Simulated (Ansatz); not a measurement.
Ideal-gas functions of BBrCl2 (`ClB(Cl)Br`) at 500 K and 1 bar, from an Ansatz frequency run at PBE0-D4/def2-TZVP.

Molar mass 161.62 g/mol, point group C2v (symmetry number 2), electronic degeneracy 1, moments of inertia 160.249, 291.247, 451.496 u Å². Harmonic wavenumbers (cm⁻¹, unscaled): 209, 222, 413, 433, 896, 976.

Use S(trans) = R[1.5 ln M + 2.5 ln T − 1.1517]; rotational temperatures θ = 24.2544 K / I; S(rot) = R[ln(√π/σ · √(T³/θAθBθC)) + 1.5]; for each mode x = 1.438777 ν̃/T, S = R[x/(eˣ − 1) − ln(1 − e⁻ˣ)] and H = RT x/(eˣ − 1); 1 cm⁻¹ = 0.0119627 kJ/mol; R = 8.31446 J/(mol·K).

Question: By hand: the entropy, in J/(mol·K).

Answer: Translation 183.0. Rotation: θ = 0.1514, 0.0833, 0.0537 K, giving 119.3. Vibration, mode by mode: 12.67, 12.18, 7.35, 7.00, 2.42, 2.02, in all 43.6. Electronic 0.0. Sum 345.9 J/(mol·K).

Question: By hand: H − E and G − E in kJ/mol, counted from the electronic energy.

Answer: Zero-point energy ½ × 3149 × 0.0119627 = 18.8; thermal vibration 11.9; translation, rotation and pV give 4 RT = 16.6. H − E = 47.3 kJ/mol, and G − E = 47.3 − 500 × 345.9/1000 = -125.6 kJ/mol.

Vibration gives 13 % of the entropy.
